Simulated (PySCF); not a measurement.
Species: C₆H₉N₃.
SMILES with atom numbers: `[CH3:1][CH2:2][c:3]1[cH:4][n:5][n:6][c:7]([CH3:8])[n:9]1` (hydrogens: H10, H11, H12 on C1; H13, H14 on C2; H15 on C4; H16, H17, H18 on C8)

Level of theory: TDDFT B3LYP/def2-SVPD, vertical, gas phase, core orbitals frozen in the response (PySCF 2.14.0, density-fitted response routines). The structure is a single PBE0-D3(BJ)/def2-SVP conformer in the gas phase; no vibrational or solvent corrections. Torsions of this conformer, `[CH3:1][CH2:2][c:3]1[cH:4][n:5][n:6][c:7]([CH3:8])[n:9]1`: C1–C2–C3–C4 127°.

Each state is given a Gaussian of 0.5 eV full width at half maximum, with ε(max) = 2.175×10⁸ f / Δν̃ (Δν̃ the width in cm⁻¹). The width is an assumption, not a result. The curve ends short of the highest state used, and states not computed would add to its high-energy end.

(E (eV), ε (L mol⁻¹ cm⁻¹)): (2.21, 0), (2.28, 1), (2.35, 3), (2.42, 8), (2.48, 16), (2.55, 33), (2.62, 59), (2.69, 94), (2.76, 135), (2.83, 175), (2.90, 203), (2.97, 211), (3.03, 200), (3.10, 170), (3.17, 129), (3.24, 88), (3.31, 55), (3.38, 31), (3.45, 16), (3.52, 10), (3.58, 7), (3.65, 8), (3.72, 9), (3.79, 10), (3.86, 10), (3.93, 10), (4.00, 8), (4.07, 6), (4.13, 4), (4.20, 3), (4.27, 1), (4.34, 1), (4.41, 1), (4.48, 1), (4.55, 4), (4.62, 12), (4.68, 32), (4.75, 88), (4.82, 217), (4.89, 480), (4.96, 954), (5.03, 1702), (5.10, 2723), (5.16, 3738), (5.23, 4892), (5.30, 5746), (5.37, 6055), (5.44, 5729), (5.51, 4868), (5.58, 3722), (5.65, 2575), (5.71, 1754), (5.78, 1077), (5.85, 706), (5.92, 596), (5.99, 697)

(1) Locate the maxima and give the states behind the curve.

(2) Does any computed singlet lie in the visible range?

(3) Coming from long wavelengths, where does ε first pass 100 L mol⁻¹ cm⁻¹?

(4) On this curve, what absorbance would a 10⁻³ mol/L sample give at 355 nm over a 1 cm path?

## Answers

(1) 419 nm (2.96 eV), ε about 210, made up of S1 (100%); 322 nm (3.85 eV), ε about 10, made up of S2 (100%); 231 nm (5.37 eV), ε about 6100, made up of S4 (99%) (ε in L mol⁻¹ cm⁻¹; maxima over ε = 5, shares over 10%). At its high-energy end, 5.99 eV, the curve is still rising (ε about 700, from S4, S6, S7 and S8). The states used: S1 2.96 eV (f 0.0039); S2 3.85 eV (f 0.0002); S3 5.27 eV (f 0.0010); S4 5.37 eV (f 0.111); S5 5.56 eV (f 0.0004); S6 6.01 eV (f 0.0027); S7 6.14 eV (f 0.0022); S8 6.42 eV (f 0.054); S9 6.53 eV (f 0.0028); S10 6.59 eV (f 0.0037).

(2) S1 lies in the visible range (380 to 750 nm), at 419 nm, f = 0.0039; light of that wavelength is violet, and its complementary colour is yellow-green; a Tamm–Dancoff triplet lies at 538 nm, without intensity as long as spin–orbit coupling is left out.

(3) At about 459 nm (2.70 eV), 0.26 eV below S1.

(4) 355 nm is 3.493 eV, where ε is about 12 L mol⁻¹ cm⁻¹, so A = ε c l ≈ 0.012 (Beer–Lambert, with the gas-phase spectrum and the assumed width).

All these states lie below the vertical ionisation energy of 8.65 eV (ΔSCF).
